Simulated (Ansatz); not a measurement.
CH5BOSSi, relaxed with RKS PBE-D4/def2-SVP in Ansatz from a rough embedded geometry. The force threshold is 0.03 eV/Å; the program also tests the step.

Charge 0, multiplicity 1. The bonds changed during the relaxation, so this is another structure than the one it started from.

Start:

```xyz
10

B    -0.385    0.660   -1.296
C     0.229    0.196    0.047
S     1.837    0.868    0.553
O    -0.753    0.182    1.104
Si   -0.238   -1.450    0.701
H     0.318    0.625   -2.318
H    -1.521    0.930   -1.430
H     1.311    2.160    0.639
H     0.557   -2.005    1.881
H    -1.356   -2.165    0.119
```

Problem. By how much does the energy fall, and how many steps does the optimiser take? (An estimate is asked.)

Solution. Ansatz gave: 140.95 kJ/mol, in 22 steps, 1 of them rejected.

Problem. Which bonds change most? (An estimate is asked.)

Solution. The calculation gave: B1–Si5 from 2.909 to 2.024 Å; C2–O4 from 1.443 to 1.306 Å; O4–Si5 from 1.758 to 1.866 Å; C2–S3 from 1.815 to 1.745 Å.

Problem. Give the relaxed structure. (Best estimate.)

Solution. Computed: 
```xyz
10

B    -0.055    0.136   -0.961
C     0.289    0.621    0.521
S     1.173    2.001    1.117
O    -0.179   -0.187    1.434
Si   -0.615   -1.463    0.146
H     0.821    0.175   -1.812
H    -1.093    0.717   -1.293
H     1.399    2.507   -0.128
H     0.285   -2.616    0.513
H    -2.026   -1.891    0.463
```
